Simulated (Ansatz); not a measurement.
A structure relaxed at PBE0-D4/def2-TZVP, charge 0, multiplicity 1:

```xyz
13

C     0.129   -0.900    1.542
Si   -1.047   -0.078    0.344
C    -0.057    0.863   -0.986
N     0.917    0.057   -1.598
F     0.506    2.013   -0.352
H    -0.424   -1.384    2.350
H     0.729   -1.669    1.048
H     0.801   -0.163    1.987
H    -1.905   -1.085   -0.338
H    -1.921    0.899    1.044
H    -0.720    1.267   -1.758
H     1.574   -0.344   -0.943
H     1.419    0.525   -2.341
```

Q: Give its formula and SMILES.

A: C2H8FNSi, `C[SiH2]C(N)F`.

Q: Point group (tolerance 0.08 Å, 0.16 Å for H)?

A: C1.

Q: Summarise the bond lengths by kind.

A: 2 × C–Si 1.869 to 1.907 Å; 4 × C–H 1.092 to 1.094 Å; 2 × H–Si 1.486 to 1.488 Å; 1 × C–N 1.405 Å; 1 × C–F 1.428 Å; 2 × H–N 1.010 to 1.011 Å.

All numbers were calculated with Ansatz.
